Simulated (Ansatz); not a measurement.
This geometry of Cl3GeH (5 atoms, charge 0, multiplicity 1) is a first-order saddle point.

The calculation used RKS PBE0-D4/def2-SVP (Ansatz).

```xyz
5
Properties=species:S:1:pos:R:3
Ge -0.330 0.000 0.382
H 0.830 0.000 1.522
Cl 2.149 0.000 0.409
Cl -0.825 1.723 -0.803
Cl -0.825 -1.723 -0.803
```

(1) Which two structures does it join? (They come from a converged band through this point; their orientation in space is the band's.)

(2) How far does it lie above each of them?

Results:

(1) Bonds broken: Ge1–H2, Ge1–Cl3. Bonds formed: H2–Cl3. Cl3GeH becomes Cl2Ge + ClH.

Image 0:

```xyz
5
Properties=species:S:1:pos:R:3
Ge 0.177 0.000 0.286
H -0.066 0.000 1.792
Cl 2.270 0.000 -0.138
Cl -0.690 1.732 -0.616
Cl -0.690 -1.732 -0.616
```

Image 10:

```xyz
5
Properties=species:S:1:pos:R:3
Ge -1.042 0.003 0.171
H 1.726 -0.006 2.128
Cl 1.895 0.003 0.850
Cl -0.787 1.685 -1.224
Cl -0.792 -1.685 -1.218
```

(2) 50.0 kcal/mol above the first and 25.6 kcal/mol above the second. This is the barrier of this one path; another mechanism may lie lower. The orbitals stay closed-shell, which can raise the energy where a bond breaks towards radicals; this wasn't checked here.

Run time: 3.1 min on 2 threads of Arm Neoverse V1 (shared host), peak memory 0.22 GiB.
